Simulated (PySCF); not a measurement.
TiI2 holds Ti(II), d2, at total charge 0. The structure is a PBE0-D3(BJ)/def2-TZVP geometry optimised for multiplicity 3; coordination linear, point group D∞h, metal–donor distances 2.60 Å.

```
3

Ti    0.0000    0.0000    0.0000
I     0.0000    0.0000    2.5989
I     0.0000    0.0000   -2.5988
```

Method (PySCF 2.14, density fitting): CASSCF(2,5) with orbitals averaged over all microstates of the shell, strongly contracted NEVPT2 on the averaged canonical orbitals; basis x2c-TZVPall on the metal, x2c-SVPall elsewhere; spin-free X2C; gas phase; spin-orbit coupling by state interaction with the mean-field operator over all roots.

Q: Which term lies lowest, and with what spin?

A: 3Δg (S = 1, orbital degeneracy 2), orbital occupations from the lowest 0.5 0.5 1.0 0.0 0.0, by NEVPT2.

Q: Where do the spin-allowed transitions within the shell lie?

A: By NEVPT2: 3Φg at 3050 cm⁻¹; 3Πg at 3719 cm⁻¹; 3Σg- at 3852 cm⁻¹; 3Σg- at 11876 cm⁻¹ (842 nm); 3Πg at 12683 cm⁻¹ (788 nm). All are electric-dipole forbidden at this geometry.

Q: Which is the lowest state of another spin?

A: 1Σg+ at 7200 cm⁻¹ by NEVPT2; CASSCF alone puts it at 7961 cm⁻¹ above the same ground state.

Q: Give the fitted ligand-field and repulsion parameters.

A: At CASSCF level (the NEVPT2 levels don't fit a ligand-field model well): orbital energies 0, 0, 2331, 3970, 3970 cm⁻¹; B = 755 cm⁻¹; C = 2996 cm⁻¹; B over its free-ion value at the same level 0.850; rms of the fit 410 cm⁻¹; ζ = 115 cm⁻¹ (free ion 123).

Q: What are the magnetic parameters?

A: Degenerate or low-lying orbital states mix with the ground state, so no spin-only Hamiltonian applies. The lowest spin-orbit level is 2-fold; the next lies at 110.0 cm⁻¹. The two lowest states form a pseudo-doublet split by 0.000 cm⁻¹ with g_z = 0.00. μeff is 3.07 μB at 300 K and 0.70 μB at 10 K; the spin-only value is 2.83 μB.

NEVPT2 lifts 3Πg from 2034 to 3719 cm⁻¹; on the d shell alone such lifts tend to overshoot.

The job took 12 s on one thread of Arm Neoverse V2 (shared host), with 120 basis functions, launched as `OMP_NUM_THREADS=1 python lf_run.py task.json out`.
